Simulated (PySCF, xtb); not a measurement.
SrCl₂, SMILES [Cl][Sr][Cl].

GFN2-xTB run with xtb 6.7.1 at its own geometry gives an orbital gap of 1.96 eV and a dipole moment of 4.38 D.

Coordinates come from a B3LYP-D3(BJ)/def2-TZVP optimisation. The isomer is the one that the SMILES or the coordinates give; other isomers of the formula were not compared. The def2 effective core potentials stand for the cores of Sr; spin–orbit coupling is left out.

### Question
What does PySCF with B3LYP/def2-TZVPD give? (The exact figures need the calculation; the answer reports its results.)

### Answer
gap 5.14 eV (levels -7.65 and -2.52 eV), dipole 5.06 D.
